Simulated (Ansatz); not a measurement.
CH₄ClGaSe (`C[Se][GaH][Cl]`). Charge 0, multiplicity 1.

```xyz
8

C     0.460    0.131    1.358
Se   -1.201    0.713    0.498
Ga   -0.812   -0.038   -1.640
Cl    1.082   -1.014   -1.953
H     1.320    0.518    0.818
H     0.435    0.541    2.366
H     0.498   -0.955    1.397
H    -1.782    0.104   -2.844
```

Task: What are the harmonic wavenumbers in cm⁻¹ at PBE0-D4/def2-TZVP (Ansatz, finite differences of forces, unscaled)? (Best estimate.)

Result: The calculation gave: 42, 88, 104, 180, 298, 413, 439, 590, 605, 920, 934, 1312, 1460, 1464, 2030, 3089, 3189, 3201.

Task: Is this a minimum?

Result: Yes, all 18 modes are real.

Task: Give the ideal-gas thermochemistry at 298.15 K and 1 bar (rigid rotor, harmonic oscillator; point group C1, symmetry number 1).

Result: Zero-point energy 121.8 kJ/mol; H(298) − E = 143.1 kJ/mol; entropy 374.1 J/(mol·K), of which translation 174.9, rotation 119.7, vibration 79.4; G(298) − E = 31.6 kJ/mol. Modes under 100 cm⁻¹ are hindered rotations or soft bends, so the harmonic entropy is rough.

Task: Rotational constants (cm⁻¹)?

Result: 0.1321, 0.04174, 0.03191.
